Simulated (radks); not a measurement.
Q: The calcium ion Ca10+ is in [Ne]. All-electron calculation, Dirac Kohn-Sham, relativistic LDA (MacDonald-Vosko exchange, VWN5 correlation), spin-unpolarised, spherical densities, finite nucleus; Fermi nuclear charge, rms radius of each element as measured or else 0.836 A^(1/3) + 0.57 fm. Program: a radial shooting solver on a logarithmic mesh with Libxc functionals. Sub-shells are occupied by j as written (lower j first in brackets). One electron is removed from 2p1/2, 2p3/2, 1s1/2, 2s1/2 in turn, with full relaxation. Which removal costs least, and what does each cost?

A: 2p3/2 592.19 eV; 2p1/2 596.23 eV; 2s1/2 665.99 eV; 1s1/2 4301.0 eV. The 2p3/2 electron leaves first.
